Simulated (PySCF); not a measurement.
Mo(NH2)4 (triplet state).
Bonds: Mo1–N2, Mo1–N5, Mo1–N8, Mo1–N11. Hydrogens: H3, H4 on N2; H6, H7 on N5; H9, H10 on N8; H12, H13 on N11.

Level of theory: PySCF 2.14.0, PBE0-D3(BJ)/def2-SVP geometry optimisation, gas phase, def2 core potentials past Kr.

Q: Give the optimised bond lengths and angles.

A: 
```
                  bond  length (pm)
Mo1–N2, Mo1–N5, Mo1–N8        195.3
               Mo1–N11        197.7
                 N2–H3        101.9
                 N2–H4        101.9
                 N5–H6        101.9
                 N5–H7        101.9
                 N8–H9        101.9
                N8–H10        101.9
      N11–H12, N11–H13        101.9
```

Bonds in one row agree within 1 pm and their mean is given. A selection of angles:
```
      angle  degrees
  N2–Mo1–N5    133.1
  N2–Mo1–N8    105.1
 N2–Mo1–N11     93.6
  N5–Mo1–N8    104.1
 N5–Mo1–N11     92.2
  Mo1–N2–H3    120.3
  Mo1–N2–H4    123.9
   H3–N2–H4    108.6
  Mo1–N5–H6    123.3
  Mo1–N5–H7    120.5
   H6–N5–H7    108.4
  Mo1–N8–H9    121.6
 Mo1–N8–H10    122.6
  H9–N8–H10    108.5
Mo1–N11–H12    121.0
H12–N11–H13    107.9
```

Mo1 (molybdenum bonded to 4 N) has angles from 92.2° to 133.6°. N2 (nitrogen bonded to Mo and 2 H) has angles 123.9°, 120.3° and 108.6°, sum 352.8°, 0.19 Å off the plane of its three neighbours. The Mo–N distances run from 1.952 Å (Mo1–N2) to 1.977 Å (Mo1–N11), a spread of 0.025 Å.

Point group: near Cs, missed by 0.10 Å at most; the miss may be what the optimiser left on a soft mode. Whether it is a minimum is left open (no frequencies). ⟨S²⟩ = 2.011 (exact for a triplet: 2.00).
